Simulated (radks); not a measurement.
Results of a calculation; reference values are marked as such.
Trend from Rb+ to Xe+: ionisation energy by Delta-SCF between NIST ground configurations, and size. Code: a radial shooting solver on a logarithmic mesh with Libxc functionals. Model: scalar-relativistic Kohn-Sham, PBE, spin-polarised, spherical densities, finite nucleus; open shells are filled with parallel spins first (spin-orbit coupling, left out, can overturn this in heavy ions); Fermi nuclear charge, rms radius of each element as measured or else 0.836 A^(1/3) + 0.57 fm.

| species | configuration | configuration of the ion | IE (eV) | NIST (eV) | kind | -e(HOMO) (eV) | r at 0.001 e/bohr^3 (bohr) |
|---|---|---|---|---|---|---|---|
| Rb+ | [Kr] | [Ar] 3d10 4s2 4p5 | 27.360 | 27.290 | exp. | 21.651 (4p) | 3.64 |
| Sr+ | [Kr] 5s1 | [Kr] | 11.193 | 11.030 | exp. | 8.677 (5s) | 4.47 |
| Zr+ | [Kr] 4d2 5s1 | [Kr] 4d2 | 13.461 | 13.130 | exp. | 10.535 (5s) | 4.45 |
| Nb+ | [Kr] 4d4 | [Kr] 4d3 | 14.922 | 14.320 | semi-emp. | 10.150 (4d) | 4.03 |
| Mo+ | [Kr] 4d5 | [Kr] 4d4 | 16.538 | 16.2 | semi-emp. | 11.424 (4d) | 3.94 |
| Tc+ | [Kr] 4d5 5s1 | [Kr] 4d5 | 15.600 | 15.260 | semi-emp. | 12.157 (5s) | 4.16 |
| Ru+ | [Kr] 4d7 | [Kr] 4d6 | 16.717 | 16.8 | semi-emp. | 11.383 (4d) | 3.82 |
| Rh+ | [Kr] 4d8 | [Kr] 4d7 | 18.521 | 18.080 | semi-emp. | 12.852 (4d) | 3.74 |
| Pd+ | [Kr] 4d9 | [Kr] 4d8 | 20.252 | 19.4 | semi-emp. | 14.265 (4d) | 3.67 |
| Ag+ | [Kr] 4d10 | [Kr] 4d9 | 21.930 | 21.484 | exp. | 15.639 (4d) | 3.59 |
| Cd+ | [Kr] 4d10 5s1 | [Kr] 4d10 | 17.352 | 16.908 | exp. | 13.473 (5s) | 3.86 |
| In+ | [Kr] 4d10 5s2 | [Kr] 4d10 5s1 | 18.979 | 18.870 | exp. | 14.925 (5s) | 3.99 |
| Sn+ | [Kr] 4d10 5s2 5p1 | [Kr] 4d10 5s2 | 14.158 | 14.633 | exp. | 10.619 (5p) | 4.21 |
| Sb+ | [Kr] 4d10 5s2 5p2 | [Kr] 4d10 5s2 5p1 | 16.518 | 16.63 | exp. | 12.625 (5p) | 4.26 |
| Te+ | [Kr] 4d10 5s2 5p3 | [Kr] 4d10 5s2 5p2 | 18.738 | 18.6 | exp. | 14.531 (5p) | 4.22 |
| I+ | [Kr] 4d10 5s2 5p4 | [Kr] 4d10 5s2 5p3 | 18.639 | 19.131 | exp. | 14.494 (5p) | 4.18 |
| Xe+ | [Kr] 4d10 5s2 5p5 | [Kr] 4d10 5s2 5p4 | 21.105 | 20.975 | semi-emp. | 16.626 (5p) | 4.12 |

Reference values: NIST Atomic Spectra Database (exp. = measured, semi-emp. = semi-empirical, theory = theoretical value adopted there). Open shells are spherical and high-spin; term and fine-structure splittings are not resolved. Spin-orbit splitting is averaged out at the scalar-relativistic level.
